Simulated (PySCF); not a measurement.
# SiSn at M06

Level: M06. basis Si def2-SVPD, Sn def2-SVPD with ECP28; scalar-relativistic core potentials; PySCF 2.14.

| Item | Value |
| --- | --- |
| state | ³Σ⁻ (triplet), unpaired electrons π ↑↑ |
| bond length | 2.542 Å |
| harmonic wavenumber | 345 cm⁻¹ |
| force constant | 1.59 mdyn/Å |
| rotational constant Be | 0.1150 cm⁻¹ |
| anharmonicity ωexe | 0.883 cm⁻¹ |
| vibration–rotation constant αe | 0.000431 cm⁻¹ |
| well depth De to Si + Sn | 3.20 eV |
| dissociation energy D0 | 3.18 eV |
| bond order (Mayer) | 1.97 |
| dipole moment (positive dipole means Si(−)Sn(+)) | 1.40 D |

Spin–orbit coupling is left out, which matters for elements this heavy, above all for dissociation energies. The state is the lowest determinant that a PBE0 search found; another state may lie lower at other levels.
